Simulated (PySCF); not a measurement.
Core-level binding energies of `CSC[SiH2]F`

Compound: C2H7FSSi.
Z-matrix (Å and degrees, GFN2-xTB geometry), rows numbered from 1:
```
C 
S   1  1.8138
C   2  1.8262  1  100.20
Si  3  1.8996  2  113.26  1    69.40
F   4  1.6117  3  105.56  2   170.37
H   1  1.0852  2  106.56  3   171.78
H   1  1.0866  2  109.34  3    53.10
H   1  1.0859  2  110.13  3   -68.89
H   3  1.0897  2  104.29  1  -170.51
H   3  1.0907  2  107.33  1   -56.64
H   4  1.4519  3  111.66  2    54.91
H   4  1.4564  3  112.64  2   -76.15
```

Method: delta-SCF UKS SCAN, pcX-2 on the ionised atom, pcseg-1 elsewhere, spin-free X2C in PySCF 2.14.0. Each binding energy is the total energy of the core-ionised species, with the hole localised on one atom, minus that of the ground state; both are solved self-consistently, so orbital relaxation is included.

Give the core binding energies atom by atom.

| atom(s) | environment | level | binding energy (eV) | 2p1/2 (eV) | above the level's lowest (eV) | count |
| --- | --- | --- | --- | --- | --- | --- |
| S2 | sulfide sulfur | S 1s | 2477.10 | – | 0.00 | 1 |
| Si4 | fluorine-bound silicon | Si 1s | 1847.75 | – | 0.00 | 1 |
| F5 | silicon-bound fluorine | F 1s | 692.17 | – | 0.00 | 1 |
| C1 | S-methyl carbon | C 1s | 291.41 | – | +0.46 | 1 |
| C3 | sp3 carbon bound to sulfur | C 1s | 290.95 | – | 0.00 | 1 |
| Si4 | fluorine-bound silicon | Si 2p3/2 | 107.87 | 108.50 | 0.00 | 1 |

Lowest listed C 1s: C3, bonded to S, 2 H and Si. Highest, 0.46 eV above it: C1, bonded to S and 3 H.

What is the longest wavelength that can ionise Si 1s of Si4 vertically?

λ = hc/E = 12398.42 eV Å / 1847.75 eV = 6.710 Å.

Not every level is listed. For 2p shells one spin-free hole was relaxed; a mean-field spin–orbit operator and the ground-state splitting of the three 2p orbitals were then diagonalised within the shell. The shell's mean is (2 × 2p3/2 + 2p1/2)/3, and the degeneracies 2j + 1 give areas of 2:1. 2p1/2 minus 2p3/2 (ligand field included): Si 0.63 eV. The structure is a single GFN2-xTB conformer in the gas phase; no vibrational or solvent corrections.

The run took 2.6 min on an Intel Xeon at 2.50 GHz with one thread, shared host with 64 logical CPUs at a one-minute load of 63, and the process peaked at 0.49 GiB of memory.
